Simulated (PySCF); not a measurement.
Species: AsB₂H₅.
Structure used (PBE0-D3(BJ)/def2-SVP), in Å, numbered top down from 1:
```xyz
8
AsB2H5 angstrom
B     -1.223    0.386   -0.543
B     -0.162   -0.668    0.129
As     1.807   -0.258    0.092
H     -1.405    0.481   -1.737
H     -1.834    1.162    0.163
H     -0.431   -1.752    0.596
H      1.778    1.255    0.236
H      2.099   -0.553    1.553
```

Jobs on this species (8 atoms, 48 electrons) with PySCF (density fitting). Hardware of each: one thread, Arm Neoverse V1, shared host. Times come from a shared host and carry two figures at best.

Problem. Rank these jobs by wall time, shortest first.
A. delta-SCF UKS SCAN, pcX-2 on the ionised atom, pcseg-1 elsewhere, spin-free X2C; ΔSCF core ionisation, 2 holes; 111 basis functions
B. PBE0/pcSseg-1; shieldings, charges and field gradients; 100 basis functions
C. CAM-B3LYP/def2-SVPD; 10 singlets by full TDDFT, 4 Tamm–Dancoff triplets, polarisability, ΔSCF ions; 118 basis functions

Solution. B (4.9 s), A (10 s), C (20 s).

All jobs:

```
                                                             level and settings                                                                           work  basis functions  SCF cycles  wall time
                                                                  PBE0/pcSseg-1                                        shieldings, charges and field gradients              100          10      4.9 s
delta-SCF UKS SCAN, pcX-2 on the ionised atom, pcseg-1 elsewhere, spin-free X2C                                                  ΔSCF core ionisation, 2 holes              111          39       10 s
                                                              mPW1PW91/pcSseg-2                                                                     shieldings              205          11       13 s
                                                                    B3LYP/pcJ-1                                    spin–spin couplings from 7 perturbed nuclei              145          11       14 s
                                             PBE0-D3(BJ)/def2-SVP, grid level 1                                    geometry optimisation from a GFN2-xTB start               85          50       17 s
                                                            CAM-B3LYP/def2-SVPD  10 singlets by full TDDFT, 4 Tamm–Dancoff triplets, polarisability, ΔSCF ions              118          10       20 s
```

Problem. What do all jobs in the table cost together?

Solution. About 79 s; the longest takes about 25 % of that, and about 4.1 times as long as the shortest.
